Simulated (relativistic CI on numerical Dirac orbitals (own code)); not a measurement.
**Spin-allowed bands of a d2 ion in a tetrahedral site, by hand**

Problem. Take Δ = 5700 cm⁻¹ and B = 880 cm⁻¹ for a d2 ion in a tetrahedral site. Calculate the three spin-allowed bands.

Working.
1. The terms of highest spin are 3F (energy 0) and 3P (15B = 13200 cm⁻¹). Here the F term splits into A2 at −1.2Δ = -6840, T2 at −0.2Δ = -1140 and T1 at +0.6Δ = 3420 cm⁻¹.
2. The two T1 states mix through the element 0.4Δ: H = [[3420, 2280], [2280, 13200]], with roots ½(H₁₁ + H₂₂) ∓ ½√[(H₂₂ − H₁₁)² + 4H₁₂²] = ½(16620) ∓ ½(10791) = 2915 and 13705 cm⁻¹.
3. The ground term is 3A2 at -6840 cm⁻¹.
4. Bands: 3T2 5700 cm⁻¹ (1754 nm), 3T1(F) 9755 cm⁻¹ (1025 nm), 3T1(P) 20545 cm⁻¹ (487 nm).

Check. Exact diagonalisation of the whole d2 shell with these parameters gives 3T2 5700, 3T1 9755, 3T1 20545 cm⁻¹. The match is exact, since without spin-orbit coupling no other term has this spin. The ratio of the second band to the first, 1.711, depends on Δ/B = 6.5 alone, which is how a Tanabe-Sugano diagram is read.
